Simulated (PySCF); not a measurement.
## Polarisability and C₆ of O²⁺ (oxygen, charge +2)

[He] 2s2 2p2, high-spin 3P determinant. Computed with PySCF 2.14 in dyall-av3z (15s9p3d2f, 71 functions), with the non-relativistic Hamiltonian (point nucleus). Coupled (time-dependent) response in atomic units; α is the mean over directions.

```tsv
method	mean α (bohr³)	α xx, yy, zz	C₆ (like pair)	S(−4)
UHF	1.803	1.921, 1.744, 1.744	2.355	3.687
PBE	1.748	1.865, 1.689, 1.689	2.337	2.831
PBE0	1.746	1.866, 1.686, 1.686	2.322	2.910
M06-L	1.851	1.982, 1.785, 1.785	2.478	3.700
MN15	1.741	1.817, 1.703, 1.703	2.240	3.126
```

S(−4) is the Cauchy moment in α(ω) = α(0) + S(−4) ω² + …

α(iu) at M06-L:

```csv
u (hartree),α(iu) (bohr³)
0,1.851
0.0500,1.842
0.100,1.815
0.200,1.723
0.300,1.600
0.500,1.342
0.750,1.073
1.00,0.8741
1.50,0.6106
2.00,0.4485
3.00,0.2681
5.00,0.1249
```

A single London oscillator, α(iu) = α/(1 + u²/ω²), gives C₆ = (3/4) ω α². Matching the computed C₆ needs ω = 4 × 2.478 / (3 × 1.851²) = 0.964 hartree.

For an ion, C₆ is the dispersion term alone; charge-induced terms of lower order in 1/R come first.

The components differ because the open shell of this determinant is not spherical; for a pure term their mean is the scalar polarisability.
